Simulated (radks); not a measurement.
Valence configurations of Cu III (all share [Ar]). Calculated with a radial shooting solver on a logarithmic mesh with Libxc functionals: scalar-relativistic Kohn-Sham, PBE, spin-polarised, spherical densities, finite nucleus; open shells are filled with parallel spins first; Fermi nuclear charge, rms radius 3.8823 fm. Energies are relative to 3d9; eigenvalues in eV for spin up.

valence          E (eV)  moment (Bohr magnetons)    e(3d)    e(4p)    e(4s)
3d9               0.000                        1  -30.126        -        -
3d8 4p1          15.709                        3  -38.990  -18.512        -
3d8.5 4p0.5       7.294                        2  -34.466  -17.050        -
3d8.5 4s0.5       3.630                        2  -33.736        -  -23.972
3d8 4s1           8.020                        3  -37.562        -  -25.420
3d7.5 4s1.5      14.233                        3  -41.572        -  -26.373
3d8 4s0.5 4p0.5  11.856                        3  -38.281  -18.139  -25.830
3d7 4s2          21.467                        3  -45.793        -  -27.318
3d7 4p2          36.274                        5  -48.522  -21.214        -
3d7.5 4s1 4p0.5  17.275                        4  -42.296  -19.193  -27.227

NIST lists [Ar] 3d9 as the ground configuration; this level of theory agrees among the configurations tried. The energies are those of spherical high-spin densities, not of single terms.
